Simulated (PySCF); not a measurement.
Compounds:
1. 2-propylfuran (SMILES CCCc1ccco1)
2. hexafluoropropylene, C$_{3}$F$_{6}$
3. `InChI=1S/C4H4O2Si/c5-1-3-2-7-4(3)6/h1-2H,7H2`
4. SMILES C=C=C(C#CC)C(=O)[SiH2]O, C$_{7}$H$_{8}$O$_{2}$Si
5. SMILES O=C1[C@H]2CC[C@@H]1CC2, C$_{7}$H$_{10}$O
6. `COC(=C)CCO`, C$_{5}$H$_{10}$O$_{2}$

Calculated, not measured (PySCF): shielding tensors at PBE0/pcSseg-1 (GIAO), GFN2-xTB structure. Equivalent nuclei averaged, non-relativistic, single conformer, in vacuum.

Chemical shifts δ = σref − σ; 1H (31.72 ppm), 13C (186.93 ppm) vs TMS, all at this level. Shifts are as computed. Against solution values, carbons near 30 ppm lie about +3 ppm off and those near 130 ppm about +5 ppm. Of 1211 compounds with measured shifts, 218 miss one by over three times the rms of a fit or turn the order of signals round; such compounds aren't used in these exercises. OH and NH positions are gas-phase values without hydrogen bonding to other molecules.

(1) Which show a 13C signal below 10 ppm?

(2) Which show a 13C signal above 185 ppm?

(3) Which show a 1H signal above 9 ppm from a carbon-bound hydrogen?

(4) Which give exactly 5 13C signals?

## Answers

(1) 4 (5.7: propargylic methyl carbon).

(2) 3 (219.3, 193.3, 190.1: carbonyl carbon, β carbon of a C=C–C=O unit, aldehyde carbonyl carbon); 4 (236.5, 234.3: carbonyl carbon, central carbon of an allene); 5 (217.9: ketone carbonyl carbon).

(3) 3 (10.11, 9.99: hydrogen on an aldehyde carbonyl carbon, hydrogen on a β carbon of a C=C–C=O unit).

(4) 6 (δ 175.3, 84.5, 69.4, 55.9, 43.6).
